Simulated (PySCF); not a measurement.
MoO2Cl2, SMILES [O]=[Mo](=[O])([Cl])[Cl], multiplicity 1. Heavy atoms are numbered as in [Mo:1](=[O:2])(=[O:3])([Cl:4])[Cl:5].

Geometry optimised at PBE-D3(BJ)/def2-SVP. The spin state was assumed, not searched. The isomer is the one that the SMILES or the coordinates give; other isomers of the formula were not compared. The def2 effective core potentials stand for the cores of Mo; spin–orbit coupling is left out.

The numbers are results of PySCF with CAM-B3LYP/def2-TZVP, not measurements.

Atomic charges (e), one atom of each kind:

| atom | Löwdin | Mulliken |
|---|---|---|
| Mo1 | 0.29 | 1.57 |
| O2 | -0.24 | -0.48 |
| Cl4 | 0.09 | -0.30 |
